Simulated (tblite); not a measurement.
C₅H₁₅B₂N₃.
Numbering: `[CH2:1]=[C:2]([CH3:3])[BH:4][N:5]([CH3:6])[B:7]([NH2:8])[NH:9][CH3:10]` (hydrogens: H11, H12 on C1; H13, H14, H15 on C3; H16 on B4; H17, H18, H19 on C6; H20, H21 on N8; H22 on N9; H23, H24, H25 on C10)

Computed with GFN2-xTB (tblite), gas phase: L-BFGS steps from a force-field or distance-geometry start until the largest atomic force falls under 0.01 eV/Å.

Step 125: E = -806.9002 eV
```
atom  x, y, z in Å  |  force x, y, z in eV/Å
C1      1.9107   -1.3157    1.6111    0.012  -0.009   0.001
C2      1.7694   -0.6091    0.4957    0.020   0.030   0.062
C3      2.3580    0.7728    0.3904    0.043   0.014   0.012
B4      1.0307   -1.1374   -0.7948   -0.011  -0.033  -0.007
N5     -0.2185   -0.6656   -1.1792    0.001  -0.016  -0.042
C6     -0.7653   -1.0784   -2.4651    0.002   0.014  -0.049
B7     -1.0579    0.2787   -0.4142    0.009   0.000   0.007
N8     -1.9131    1.1679   -1.0971    0.018  -0.033  -0.010
N9     -1.0446    0.2336    0.9913    0.011   0.006   0.018
C10    -1.7476    1.0902    1.9147   -0.024   0.003   0.013
H11     2.4318   -0.9445    2.4836    0.006   0.012  -0.028
H12     1.5019   -2.3097    1.7003    0.005  -0.015   0.016
H13     3.1015    0.7954   -0.4075   -0.022   0.001   0.008
H14     2.8395    1.0814    1.3191   -0.042  -0.019  -0.022
H15     1.5775    1.4885    0.1326    0.006  -0.017   0.019
H16     1.5858   -1.9251   -1.4789   -0.034   0.050   0.025
H17    -0.2496   -1.9693   -2.8207   -0.023  -0.005  -0.002
H18    -0.6294   -0.2927   -3.2168   -0.025  -0.012   0.019
H19    -1.8324   -1.2969   -2.3830    0.036   0.015   0.019
H20    -2.4953    1.8242   -0.6125   -0.020   0.025  -0.038
H21    -1.9741    1.2429   -2.0952    0.012  -0.014   0.036
H22    -0.3587   -0.3543    1.4400   -0.014   0.011  -0.060
H23    -1.9849    0.5458    2.8302    0.007  -0.025   0.012
H24    -1.1600    1.9752    2.1905    0.011   0.006  -0.013
H25    -2.6867    1.4262    1.4748    0.016   0.012   0.005
```

Step 126: E = -806.9010 eV
```
atom  x, y, z in Å  |  force x, y, z in eV/Å
C1      1.9119   -1.3204    1.6080    0.024  -0.001   0.007
C2      1.7673   -0.6088    0.4965    0.002   0.011   0.018
C3      2.3515    0.7748    0.3958    0.006  -0.002   0.006
B4      1.0299   -1.1363   -0.7956   -0.009  -0.025   0.012
N5     -0.2181   -0.6644   -1.1831    0.002   0.008  -0.017
C6     -0.7636   -1.0809   -2.4682    0.002   0.006  -0.025
B7     -1.0579    0.2803   -0.4170   -0.003  -0.001   0.007
N8     -1.9155    1.1677   -1.0977    0.002  -0.016  -0.020
N9     -1.0449    0.2377    0.9884    0.043  -0.031   0.020
C10    -1.7424    1.0942    1.9157   -0.004  -0.003   0.021
H11     2.4324   -0.9478    2.4797    0.008  -0.001  -0.007
H12     1.5092   -2.3173    1.6927    0.003  -0.008   0.021
H13     3.1019    0.7993   -0.3943   -0.004   0.003  -0.011
H14     2.8219    1.0841    1.3284   -0.019   0.001   0.012
H15     1.5703    1.4863    0.1303    0.003  -0.004   0.018
H16     1.5846   -1.9263   -1.4759   -0.023   0.038   0.009
H17    -0.2460   -1.9721   -2.8197   -0.022  -0.007  -0.009
H18    -0.6299   -0.2984   -3.2233   -0.026  -0.004   0.024
H19    -1.8293   -1.3022   -2.3825    0.017   0.015   0.004
H20    -2.4994    1.8234   -0.6136   -0.012   0.015  -0.032
H21    -1.9813    1.2402   -2.0951    0.014  -0.014   0.005
H22    -0.3565   -0.3491    1.4350   -0.020   0.010  -0.056
H23    -1.9813    0.5472    2.8293   -0.003  -0.031   0.011
H24    -1.1475    1.9719    2.1954    0.025   0.035  -0.004
H25    -2.6785    1.4411    1.4800   -0.006   0.007  -0.012
```

**Question.** Estimate the geometry and energy of step 127. (The exact step hangs on the optimiser's Hessian estimate; all steps are aligned on step 126, rigid shifts and turns removed.)

**Answer.** E = -806.9013 eV, largest force 0.055 eV/Å
```
atom  x, y, z in Å  |  force x, y, z in eV/Å
C1      1.9114   -1.3275    1.6025    0.022  -0.009   0.014
C2      1.7663   -0.6090    0.4955   -0.002   0.009  -0.003
C3      2.3418    0.7798    0.4047    0.001  -0.001   0.008
B4      1.0320   -1.1356   -0.7996   -0.007  -0.004   0.023
N5     -0.2175   -0.6666   -1.1862   -0.001   0.024   0.000
C6     -0.7647   -1.0849   -2.4704    0.003  -0.004   0.004
B7     -1.0566    0.2781   -0.4183   -0.011   0.001   0.003
N8     -1.9178    1.1625   -1.0976   -0.015   0.004  -0.021
N9     -1.0408    0.2404    0.9872    0.041  -0.033   0.015
C10    -1.7314    1.1018    1.9157    0.005   0.006   0.020
H11     2.4254   -0.9544    2.4781    0.008  -0.017  -0.005
H12     1.5157   -2.3289    1.6792    0.017   0.032   0.021
H13     3.1057    0.8101   -0.3745   -0.041   0.006   0.030
H14     2.7939    1.0930    1.3465   -0.029  -0.011  -0.032
H15     1.5568    1.4838    0.1268    0.039  -0.017   0.024
H16     1.5887   -1.9218   -1.4809   -0.015   0.022  -0.001
H17    -0.2470   -1.9762   -2.8208   -0.017  -0.008  -0.015
H18    -0.6347   -0.3037   -3.2268   -0.021   0.005   0.019
H19    -1.8292   -1.3082   -2.3803    0.002   0.014  -0.003
H20    -2.5029    1.8184   -0.6145   -0.001   0.003  -0.029
H21    -1.9876    1.2334   -2.0945    0.017  -0.018  -0.017
H22    -0.3531   -0.3480    1.4324   -0.014   0.007  -0.043
H23    -1.9787    0.5532    2.8271   -0.005  -0.011  -0.011
H24    -1.1249    1.9714    2.1999    0.004   0.011  -0.007
H25    -2.6619    1.4632    1.4779    0.019  -0.010   0.007
```

The energy changes by -0.0003 eV. The first-order estimate −F·Δx gives -0.0008 eV and the mean of the old and new forces, exact on a quadratic surface, -0.0003 eV. The step makes an angle of 86° with the force vector and moves no atom by more than 0.035 Å.

The cost below is that of the whole relaxation. On an Arm Neoverse N1 with one thread, shared host, this took 2.7 s.
